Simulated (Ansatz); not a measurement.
Cost and result for the atomization energy of C2H7NO2Si (`OCN1CO[SiH2]1`) (13 atoms, 13 bonds).

Cartesian coordinates in Å:
```
O -0.7403 0.0043 2.2751
C -1.0834 0.1719 0.9190
N -0.0189 -0.1340 0.0339
C 1.1198 0.7615 -0.1725
O 1.5457 0.2928 -1.4599
Si 0.2606 -0.7656 -1.5431
H -0.3856 -0.8849 2.3722
H -1.3888 1.2234 0.8419
H -1.9429 -0.4545 0.6466
H 0.8220 1.8187 -0.2140
H 1.9243 0.6327 0.5590
H -0.7532 -0.4696 -2.5931
H 0.6408 -2.1966 -1.6651
```

Charge 0, multiplicity 1. All single points use the PBE0-D4/def2-TZVP geometry. It is one conformer, not always the lowest. Program: Ansatz. All runs use 2 threads of an AMD EPYC 7R13 on a shared host and a share of an NVIDIA H100 80 GB. Times are those of one run each, without the atoms' runs, and a repeat can differ threefold. Electronic energies, without spin–orbit coupling; frozen cores. CCSD(T)/CBS adds CCSD(T) − MP2 in def2-TZVPP to the MP2 limit, and its time is that of the two runs behind it. T1 = 0.011. B3LYP takes the VWN-RPA correlation (the form of Gaussian; ORCA's B3LYP/G).

CCSD(T)/CBS is a level of theory with its own doubt, some kJ/mol a heavy atom from the limit and from the frozen cores, so smaller differences don't rank the functionals.

```tsv
level	functions	wall time	atomization (kcal/mol)	difference from CCSD(T)/CBS	per bond
PBE-D4/def2-TZVPP (with forces)	295	2.4 s	1208.1	26.9	2.1
PBE0-D4/def2-TZVPP	295	2.4 s	1180.5	-0.7	-0.1
B3LYP-D4/def2-TZVPP (with forces)	295	2.9 s	1178.5	-2.7	-0.2
r2SCAN-D4/def2-TZVPP (with forces)	295	2.9 s	1179.5	-1.7	-0.1
ωB97X-V/def2-TZVPP	295	3.9 s	1186.7	5.5	0.4
MP2/def2-QZVPP	565	4.1 s	1192.3	11.1	0.9
B2PLYP/def2-TZVPP	295	4.5 s	1166.2	-15.0	-1.2
ωB97M-V/def2-TZVPP (with forces)	295	4.7 s	1185.3	4.1	0.3
CCSD(T)/def2-TZVPP	295	7 s	1145.6	-35.6	-2.7
CCSD(T)/CBS(def2)	–	11 s	1181.2	0.0	0.0
```

In def2-TZVPP, CCSD(T) changes the Hartree–Fock value by +329.4 kcal/mol (the triples alone add +19.8 kcal/mol) and MP2 by +354.8 kcal/mol; breaking electron pairs costs correlation energy, which Hartree–Fock lacks. The D4 term adds +10.5 kcal/mol with B3LYP and +5.5 kcal/mol with PBE0; it sums over pairs of atoms, weighted by their polarisabilities, and B3LYP, whose exchange is more repulsive, gets the larger term. From PBE to PBE0 (25 % exact exchange), in def2-TZVPP and without D4, the atomization energy moves by −26.5 kcal/mol: exact exchange takes away binding that semilocal exchange gives to molecules.
